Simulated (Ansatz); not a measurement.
A short molecular-dynamics run on `BCCC`.

```yaml
crystal:
  periodic: [false, false, false]
  atoms:
    - {symbol: B, position_ang: [-1.103058, 1.727720, -0.635853]}
    - {symbol: C, position_ang: [-0.534061, 0.289542, -0.559598]}
    - {symbol: C, position_ang: [0.535439, -0.019635, 0.479932]}
    - {symbol: C, position_ang: [0.902525, -1.491916, 0.548444]}
    - {symbol: H, position_ang: [-1.801937, 2.048204, -1.555672]}
    - {symbol: H, position_ang: [-0.906329, 2.528881, 0.235575]}
    - {symbol: H, position_ang: [-0.237463, -0.067017, -1.555518]}
    - {symbol: H, position_ang: [-1.442913, -0.310389, -0.350769]}
    - {symbol: H, position_ang: [0.191562, 0.322993, 1.461614]}
    - {symbol: H, position_ang: [1.432002, 0.569597, 0.258583]}
    - {symbol: H, position_ang: [1.276385, -1.849357, -0.415478]}
    - {symbol: H, position_ang: [0.031903, -2.101813, 0.807394]}
    - {symbol: H, position_ang: [1.676345, -1.681710, 1.296144]}
basis:
  gaussian: {orbitals: "6-31G*"}
hamiltonian: {xc: {name: PBE}, dispersion: d3bjatm}
md: {timestep: 2 fs, n_steps: 30, ensemble: nve, temperature: 1000, initial_velocities: maxwell_boltzmann, seed: 201}
```

```sh
$ ansatz run in.yaml --threads 2 --pin off --events-out ev --progress --plain --max-ram 4352MiB
```

```
step  time (fs)  potential energy (eV)  kinetic (eV)  T (K)  conserved (eV)
   0        0.0             -3927.6209        1.4219   1000      -3926.1990
   1        2.0             -3927.2607        1.1346    798      -3926.1261
   2        4.0             -3926.9570        0.8009    563      -3926.1562
   3        6.0             -3926.5634        0.4425    311      -3926.1209
   4        8.0             -3926.4884        0.3734    263      -3926.1150
   5       10.0             -3926.7883        0.6233    438      -3926.1650
   6       12.0             -3926.8644        0.7273    512      -3926.1371
   7       14.0             -3926.9121        0.7512    528      -3926.1610
   8       16.0             -3926.7885        0.6533    459      -3926.1352
   9       18.0             -3926.7892        0.6647    468      -3926.1245
  10       20.0             -3927.0625        0.9006    633      -3926.1620
  11       22.0             -3927.1247        0.9833    692      -3926.1414
  12       24.0             -3927.1557        0.9957    700      -3926.1600
  13       26.0             -3926.9969        0.8405    591      -3926.1564
  14       28.0             -3926.6947        0.5792    407      -3926.1155
  15       30.0             -3926.7804        0.6309    444      -3926.1495
  16       32.0             -3926.8122        0.6540    460      -3926.1582
  17       34.0             -3926.7401        0.6154    433      -3926.1247
  18       36.0             -3926.8782        0.7140    502      -3926.1642
  19       38.0             -3926.7974        0.6651    468      -3926.1323
  20       40.0             -3926.8979        0.7689    541      -3926.1290
  21       42.0             -3927.1988        1.0278    723      -3926.1710
  22       44.0             -3927.1595        1.0078    709      -3926.1518
  23       46.0             -3926.9670        0.8217    578      -3926.1454
  24       48.0             -3926.7711        0.6293    443      -3926.1418
  25       50.0             -3926.6294        0.4992    351      -3926.1302
  26       52.0             -3926.6758        0.5307    373      -3926.1451
  27       54.0             -3926.7551        0.6175    434      -3926.1376
  28       56.0             -3926.8900        0.7262    511      -3926.1638
  29       58.0             -3926.8291        0.6857    482      -3926.1435
  30       60.0             -3926.7838        0.6531    459      -3926.1307
```

Velocities are drawn at the set temperature; a run this short doesn't reach equilibrium.

Frames (Å, forces in eV/Å):

```xyz
13
time=0.0 fs
B    -1.103    1.728   -0.636   -0.005    0.044   -0.020
C    -0.534    0.290   -0.560    0.019    0.169    0.018
C     0.535   -0.020    0.480   -0.001   -0.038   -0.001
C     0.903   -1.492    0.548    0.012    0.019    0.016
H    -1.802    2.048   -1.556   -0.146    0.071   -0.180
H    -0.906    2.529    0.236    0.029    0.163    0.173
H    -0.237   -0.067   -1.556    0.083   -0.133   -0.333
H    -1.443   -0.310   -0.351   -0.278   -0.191    0.052
H     0.192    0.323    1.462   -0.109    0.125    0.330
H     1.432    0.570    0.259    0.294    0.203   -0.069
H     1.276   -1.849   -0.415    0.126   -0.133   -0.322
H     0.032   -2.102    0.807   -0.288   -0.218    0.086
H     1.676   -1.682    1.296    0.264   -0.080    0.251
13
time=4.0 fs
B    -1.095    1.738   -0.665    0.475   -1.152    0.335
C    -0.485    0.261   -0.532   -3.415    1.987   -1.567
C     0.467    0.005    0.529    3.456   -1.507   -0.558
C     0.911   -1.506    0.520   -0.300    0.715   -0.188
H    -1.894    2.107   -1.457   -0.274   -0.169   -0.716
H    -0.885    2.530    0.185    0.283    0.454    0.602
H    -0.300   -0.190   -1.513    0.740   -0.073   -0.287
H    -1.477   -0.250   -0.383   -0.128   -0.040    0.480
H     0.270    0.493    1.503   -0.132   -0.459   -0.128
H     1.443    0.375    0.140   -0.176    1.010    0.497
H     1.350   -1.808   -0.486   -0.675    0.470    0.713
H     0.007   -2.109    0.712    0.462   -0.577    0.364
H     1.757   -1.587    1.218   -0.315   -0.660    0.453
13
time=8.0 fs
B    -1.082    1.735   -0.690   -0.379    0.340    0.546
C    -0.477    0.256   -0.522   -3.815    1.069   -2.806
C     0.439    0.011    0.571    4.505   -1.181   -1.089
C     0.915   -1.511    0.492   -0.581    0.887    2.573
H    -2.009    2.135   -1.452    1.009   -0.718    0.284
H    -0.828    2.582    0.207   -0.038   -0.649   -0.621
H    -0.258   -0.316   -1.514    0.087    0.925    1.321
H    -1.527   -0.198   -0.349    0.503    0.159    0.222
H     0.324    0.593    1.531   -0.216   -1.009   -0.627
H     1.439    0.336    0.094   -0.845    0.900    1.056
H     1.338   -1.708   -0.480    0.016   -0.031   -0.875
H     0.045   -2.196    0.669    0.774   -0.056    0.244
H     1.793   -1.589    1.205   -1.020   -0.633   -0.228
13
time=12.0 fs
B    -1.073    1.734   -0.707    0.123   -0.168    0.578
C    -0.516    0.267   -0.544   -1.225    1.787    1.562
C     0.465    0.001    0.597    0.548   -1.596   -2.395
C     0.912   -1.504    0.490   -0.299    0.947   -0.183
H    -1.992    2.065   -1.420    0.234   -0.191   -0.329
H    -0.772    2.553    0.151    0.014   -0.114   -0.205
H    -0.196   -0.329   -1.361    0.080   -0.530   -1.528
H    -1.518   -0.130   -0.279   -0.434   -0.436    0.043
H     0.340    0.560    1.499   -0.753   -0.189    1.331
H     1.345    0.438    0.187    1.471    0.984   -0.205
H     1.311   -1.604   -0.557   -0.196   -0.229    0.682
H     0.182   -2.299    0.662   -0.612    0.039   -0.003
H     1.709   -1.685    1.180    1.048   -0.303    0.654
13
time=16.0 fs
B    -1.062    1.731   -0.716    0.164   -0.569    0.004
C    -0.569    0.295   -0.552    1.444   -1.472    1.314
C     0.503   -0.024    0.596   -0.046    2.312   -0.347
C     0.907   -1.488    0.491    1.433   -1.039    0.856
H    -1.946    1.967   -1.442   -0.582    0.367   -0.819
H    -0.711    2.517    0.073    0.257    0.910    0.598
H    -0.146   -0.372   -1.366   -1.209    0.822   -0.033
H    -1.557   -0.121   -0.205    0.096   -0.342   -0.360
H     0.255    0.464    1.603   -0.209   -1.092   -0.837
H     1.396    0.652    0.285   -0.706   -1.210    0.385
H     1.266   -1.540   -0.560    0.300   -0.631    0.323
H     0.244   -2.380    0.654   -0.749    1.132   -0.256
H     1.729   -1.815    1.211   -0.193    0.813   -0.827
13
time=20.0 fs
B    -1.051    1.723   -0.725   -0.857    1.562   -0.365
C    -0.607    0.307   -0.542    1.855   -2.489    1.821
C     0.539   -0.024    0.590   -2.046    1.215    0.307
C     0.919   -1.483    0.501    1.041   -0.645   -0.321
H    -1.960    1.917   -1.564    0.729    0.256    0.568
H    -0.623    2.588    0.057   -0.419   -0.231   -0.595
H    -0.256   -0.318   -1.405   -0.745    0.512   -0.054
H    -1.584   -0.162   -0.183    0.542    0.044   -0.365
H     0.135    0.227    1.611    0.106   -0.013   -0.584
H     1.374    0.712    0.427   -0.182   -0.840   -0.004
H     1.266   -1.568   -0.526    0.500   -0.596   -0.600
H     0.189   -2.307    0.614   -0.730    0.720    0.102
H     1.743   -1.837    1.147    0.206    0.505    0.091
13
time=24.0 fs
B    -1.049    1.734   -0.738   -0.147    0.851    0.009
C    -0.621    0.291   -0.508    1.803   -0.158    1.368
C     0.548   -0.012    0.585   -3.004   -1.749   -0.683
C     0.943   -1.486    0.505    0.420   -0.059   -2.882
H    -1.883    1.909   -1.618    0.225    0.302    0.292
H    -0.591    2.640   -0.034   -0.373   -0.218   -0.467
H    -0.469   -0.198   -1.472    0.490   -0.286   -0.525
H    -1.548   -0.206   -0.205   -0.525   -0.339    0.437
H     0.022   -0.015    1.544    0.025    1.003    0.531
H     1.356    0.680    0.570    0.903    0.839   -0.136
H     1.328   -1.681   -0.554   -0.373    0.010    0.721
H     0.036   -2.124    0.588    0.473    0.003    0.403
H     1.794   -1.791    1.103    0.082   -0.200    0.931
13
time=28.0 fs
B    -1.050    1.756   -0.751    0.520   -1.248    0.393
C    -0.615    0.271   -0.459   -0.697    0.469   -1.422
C     0.522   -0.018    0.574    0.144   -0.293    0.411
C     0.973   -1.490    0.477    0.117    0.065    0.222
H    -1.781    1.946   -1.640   -0.845    0.190   -0.699
H    -0.606    2.672   -0.184    0.422    0.846    0.552
H    -0.612   -0.107   -1.581    1.046    0.133    1.612
H    -1.560   -0.286   -0.177    0.464    0.279    0.159
H    -0.072   -0.110    1.533    0.824    1.130   -0.229
H     1.419    0.727    0.686   -1.722   -0.849   -0.452
H     1.348   -1.798   -0.501   -0.038    0.111   -0.590
H    -0.049   -1.945    0.619    1.292   -0.950    0.255
H     1.839   -1.764    1.179   -1.528    0.117   -0.213
13
time=32.0 fs
B    -1.045    1.764   -0.760    0.104    0.266   -0.126
C    -0.616    0.257   -0.425   -1.509    1.952   -0.157
C     0.496   -0.029    0.567   -0.300   -1.444   -0.271
C     1.004   -1.492    0.449   -1.029    0.829   -0.019
H    -1.780    2.005   -1.735    0.151   -0.403    0.646
H    -0.575    2.798   -0.272   -0.041   -0.615    0.031
H    -0.602   -0.009   -1.486    1.093   -0.805   -0.551
H    -1.520   -0.332   -0.121    0.122    0.265   -0.087
H    -0.060   -0.043    1.507    0.092    0.219    0.658
H     1.272    0.681    0.736    0.892    1.194   -0.561
H     1.357   -1.895   -0.516    0.020    0.465   -0.042
H     0.035   -1.911    0.689   -0.207   -1.634   -0.041
H     1.693   -1.727    1.244    0.612   -0.290    0.521
13
time=36.0 fs
B    -1.037    1.775   -0.770    0.198    0.480   -0.240
C    -0.634    0.268   -0.394   -0.427    1.714   -1.244
C     0.468   -0.056    0.559    0.888    0.970    1.257
C     1.022   -1.486    0.424   -1.667   -0.829    2.142
H    -1.769    2.009   -1.748    0.108   -0.462    0.646
H    -0.543    2.846   -0.347   -0.111   -0.956    0.073
H    -0.429   -0.023   -1.453    0.170   -0.447    0.043
H    -1.473   -0.348   -0.078   -0.858   -0.273   -0.377
H    -0.020    0.059    1.561    0.223   -0.592   -0.079
H     1.215    0.770    0.694    0.177   -0.508   -0.857
H     1.373   -1.923   -0.543    0.206    0.719    0.530
H     0.121   -2.098    0.744    0.339    0.018   -0.870
H     1.606   -1.722    1.353    0.754    0.168   -1.025
13
time=40.0 fs
B    -1.027    1.789   -0.782    0.372   -1.516    0.209
C    -0.660    0.298   -0.377   -0.081   -0.967   -1.912
C     0.449   -0.073    0.565    1.001    2.081    1.441
C     1.020   -1.489    0.425   -1.277   -1.096    2.514
H    -1.754    1.948   -1.680   -0.938    0.012   -0.681
H    -0.519    2.771   -0.403    0.639    0.676    0.647
H    -0.237   -0.102   -1.428   -1.203    0.611    1.254
H    -1.526   -0.383   -0.098    0.279    0.615   -0.871
H     0.050    0.079    1.610    0.260   -0.480   -0.399
H     1.211    0.812    0.538   -0.364   -1.639   -0.216
H     1.426   -1.850   -0.512    0.660    0.415   -0.524
H     0.242   -2.292    0.679   -0.027    1.011   -0.589
H     1.640   -1.697    1.333    0.682    0.277   -0.873
13
time=44.0 fs
B    -1.012    1.787   -0.793   -0.202   -0.299   -0.305
C    -0.686    0.319   -0.383    0.144   -0.598    0.921
C     0.440   -0.067    0.588   -1.034   -1.156    0.038
C     1.003   -1.504    0.452    1.454    0.494   -1.439
H    -1.853    1.886   -1.680    0.181    0.261    0.372
H    -0.417    2.764   -0.379   -0.099   -0.161   -0.078
H    -0.205   -0.105   -1.251   -0.177   -0.152   -1.757
H    -1.559   -0.341   -0.237   -0.313    0.111   -0.164
H     0.152    0.036    1.622   -0.233    0.439    0.835
H     1.183    0.648    0.345    1.618    0.851    0.201
H     1.556   -1.704   -0.526   -0.574    0.535    0.593
H     0.349   -2.359    0.532   -1.046   -0.222    0.311
H     1.784   -1.637    1.200    0.282   -0.103    0.472
13
time=48.0 fs
B    -0.999    1.779   -0.808   -0.204    0.610   -0.075
C    -0.709    0.331   -0.380    1.003   -1.375   -0.112
C     0.425   -0.070    0.612    0.817   -0.200    0.053
C     1.002   -1.516    0.466    1.894    0.387   -0.868
H    -1.934    1.862   -1.638    0.739    0.403    0.577
H    -0.326    2.742   -0.360   -0.643   -0.633   -0.570
H    -0.217   -0.114   -1.291   -0.417    0.492   -0.477
H    -1.632   -0.279   -0.403   -0.071   -0.118    0.555
H     0.230    0.051    1.717   -0.022    0.665   -0.858
H     1.319    0.542    0.203   -1.078   -0.211    1.400
H     1.611   -1.489   -0.475   -0.834   -0.383   -0.351
H     0.333   -2.422    0.423    0.442    0.776    0.502
H     1.946   -1.591    1.118   -1.626   -0.412    0.224
13
time=52.0 fs
B    -0.989    1.777   -0.823    0.127   -0.862    0.779
C    -0.722    0.327   -0.377    0.678   -1.585   -1.501
C     0.417   -0.077    0.637    0.361   -0.668   -0.632
C     1.023   -1.521    0.468   -0.300    1.573   -1.328
H    -1.922    1.900   -1.524   -0.513    0.460   -0.655
H    -0.315    2.645   -0.418    0.453    0.876    0.011
H    -0.277   -0.063   -1.423   -0.538    0.742    1.205
H    -1.708   -0.234   -0.486    0.877   -0.016    0.974
H     0.296    0.162    1.709   -0.517    0.263   -0.251
H     1.331    0.434    0.251   -0.615    0.904    0.660
H     1.549   -1.328   -0.477   -0.224   -1.037   -0.844
H     0.361   -2.391    0.387    0.021   -0.056    0.329
H     1.901   -1.608    1.086    0.192   -0.594    1.253
13
time=56.0 fs
B    -0.979    1.766   -0.827   -0.248    0.099    0.915
C    -0.725    0.304   -0.390    0.814    0.708    1.119
C     0.411   -0.094    0.654   -0.536   -0.153   -0.940
C     1.045   -1.506    0.454    0.062    1.077   -0.440
H    -1.964    2.003   -1.487    0.141    0.009   -0.180
H    -0.250    2.656   -0.485    0.220    0.221   -0.198
H    -0.405    0.085   -1.411    0.806   -0.569   -1.055
H    -1.680   -0.202   -0.426   -0.515   -0.853    0.724
H     0.282    0.310    1.667   -0.884   -0.619    0.365
H     1.284    0.470    0.385    0.627    1.235   -0.551
H     1.450   -1.320   -0.581    0.295   -1.025    0.649
H     0.385   -2.369    0.401   -0.516   -0.263    0.166
H     1.849   -1.706    1.208   -0.265    0.133   -0.575
13
time=60.0 fs
B    -0.971    1.756   -0.820   -0.201    1.447    0.422
C    -0.719    0.287   -0.393   -0.300    0.140    0.523
C     0.401   -0.109    0.659    1.478    3.065   -1.251
C     1.064   -1.480    0.435   -1.661   -1.316    1.277
H    -1.988    2.106   -1.480    0.823   -0.549    0.463
H    -0.154    2.699   -0.578   -0.532   -0.990   -0.313
H    -0.437    0.165   -1.504    0.231   -0.649    0.472
H    -1.687   -0.276   -0.263    0.727    0.076   -0.236
H     0.145    0.361    1.663   -0.311   -1.533   -0.448
H     1.292    0.659    0.453   -1.347   -1.181   -0.029
H     1.398   -1.460   -0.611    0.883   -0.168    0.198
H     0.344   -2.371    0.441    0.184    1.020    0.081
H     1.776   -1.786    1.263    0.025    0.638   -1.160
```

Hardware: 2 threads of an Arm Neoverse V2 on a shared host. Wall time 39 s, peak host memory 0.43 GiB.
